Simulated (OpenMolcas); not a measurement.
# Potential curves of SnH⁺: spin–orbit levels

Computed with OpenMolcas 26.06: state-averaged CASSCF(4,5) over Sn 5s 5p, H 1s, XMS-CASPT2 (IPEA 0.25, imaginary shift 0.2 hartree), scalar X2C, ANO-RCC-VTZP, then RASSI spin–orbit state interaction with atomic mean-field integrals. C2 symmetry about the axis (a holds Σ, Δ, Γ; b holds Π, Φ, H; Σ⁺ and Σ⁻ are not told apart); roots by multiplicity and irrep: 1a 1, 3b 2, 1b 2, 3a 2.

XMS-CASPT2 energies with spin–orbit state interaction in eV from the lowest point. Curves are followed by energy order within each symmetry, so they are adiabatic and may change character at avoided crossings; for Ω = 0 the + and − levels are counted together.

```json
{"R (Å)": "1.520", "(1)Ω=0": "0.446", "(2)Ω=0": "2.603", "(1)Ω=1": "2.732", "(1)Ω=2": "2.914", "(2)Ω=1": "3.675"}
{"R (Å)": "1.609", "(1)Ω=0": "0.146", "(2)Ω=0": "2.328", "(1)Ω=1": "2.455", "(1)Ω=2": "2.637", "(2)Ω=1": "3.326"}
{"R (Å)": "1.688", "(1)Ω=0": "0.023", "(2)Ω=0": "2.195", "(1)Ω=1": "2.319", "(1)Ω=2": "2.504", "(2)Ω=1": "3.119"}
{"R (Å)": "1.768", "(1)Ω=0": "0.000", "(2)Ω=0": "2.128", "(1)Ω=1": "2.250", "(1)Ω=2": "2.437", "(2)Ω=1": "2.979"}
{"R (Å)": "1.856", "(1)Ω=0": "0.057", "(2)Ω=0": "2.110", "(1)Ω=1": "2.227", "(1)Ω=2": "2.419", "(2)Ω=1": "2.869"}
{"R (Å)": "1.945", "(1)Ω=0": "0.175", "(2)Ω=0": "2.108", "(1)Ω=1": "2.221", "(1)Ω=2": "2.419", "(2)Ω=1": "2.808"}
{"R (Å)": "2.069", "(1)Ω=0": "0.403", "(2)Ω=0": "2.143", "(1)Ω=1": "2.246", "(1)Ω=2": "2.456", "(2)Ω=1": "2.746"}
{"R (Å)": "2.228", "(1)Ω=0": "0.746", "(2)Ω=0": "2.187", "(1)Ω=1": "2.274", "(1)Ω=2": "2.506", "(2)Ω=1": "2.698"}
{"R (Å)": "2.475", "(1)Ω=0": "1.281", "(2)Ω=0": "2.248", "(1)Ω=1": "2.309", "(1)Ω=2": "2.583", "(2)Ω=1": "2.682"}
{"R (Å)": "2.829", "(1)Ω=0": "1.868", "(2)Ω=0": "2.301", "(1)Ω=1": "2.328", "(1)Ω=2": "2.668", "(2)Ω=1": "2.703"}
{"R (Å)": "3.359", "(1)Ω=0": "2.247", "(2)Ω=0": "2.329", "(1)Ω=1": "2.333", "(1)Ω=2": "2.752", "(2)Ω=1": "2.759"}
{"R (Å)": "4.066", "(1)Ω=0": "2.343", "(2)Ω=0": "2.356", "(1)Ω=1": "2.340", "(1)Ω=2": "2.804", "(2)Ω=1": "2.773"}
```

With masses 119.902 and 1.008 u, fit the curves (1)Ω=0 near their minima.

At XMS-CASPT2 with spin–orbit state interaction, Te from the lowest curve (the fit fixes ωe to a per cent or two; the method's Re and ωe can be off by some per cent):

| curve | Te (cm⁻¹) | Re (Å) | ωe (cm⁻¹) |
| --- | --- | --- | --- |
| (1)Ω=0 | 0 | 1.750 | 1816.6 |

Left out for impure symmetry, kinks or missing points, though low: (3)Ω=0, (3)Ω=1, (4)Ω=0. Only roots inside an energy window near the equilibrium distance were included, so the list of states is not complete; labels number the states computed. Each spin and symmetry block has orbitals of its own, averaged over its own roots, so gaps between blocks are less sure than gaps within one and near the minimum can be off by tenths of an eV, in bad cases by more. No Rydberg orbitals are active, so Rydberg states, and σ→σ* states whose orbital the CASSCF left unused, can be missing between those listed. At stretched bonds a block can hold a wrong CASSCF solution and miss its lowest state; points past a visible jump are left out. Points that failed a check (symmetry, reference weights, a jump) are left out.
